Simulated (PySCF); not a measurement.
## Dipole response of Fe (iron, neutral)

[Ar] 3d6 4s2, high-spin 5D determinant. All numbers are calculated (PySCF 2.14, no relativity, point nucleus, in def2-QZVPPD). Coupled (time-dependent) response in atomic units; α is the mean over directions.

| method | mean α (bohr³) | α xx, yy, zz | C₆ (like pair) | S(−4) |
| --- | --- | --- | --- | --- |
| wB97X | 61.64 | 60.39, 60.39, 64.14 | 548.9 | 1980 |

S(−4) is the Cauchy moment in α(ω) = α(0) + S(−4) ω² + …

Reference α: 62 ± 4 bohr³ (recommended; Schwerdtfeger and Nagle, table of static dipole polarizabilities (2023 update)). Published C₆: 482.0 (Chu and Dalgarno (2004); Tang, Norbeck and Certain (1976)).

α(iu) at wB97X:

```tsv
u (hartree)	α(iu) (bohr³)
0	61.64
0.0500	57.10
0.100	47.04
0.200	28.66
0.300	18.31
0.500	9.487
0.750	5.532
1.00	3.791
1.50	2.239
2.00	1.535
3.00	0.8779
5.00	0.4079
```

A single London oscillator, α(iu) = α/(1 + u²/ω²), gives C₆ = (3/4) ω α². Matching the computed C₆ needs ω = 4 × 548.9 / (3 × 61.64²) = 0.193 hartree.

The components differ because the open shell of this determinant is not spherical; for a pure term their mean is the scalar polarisability.
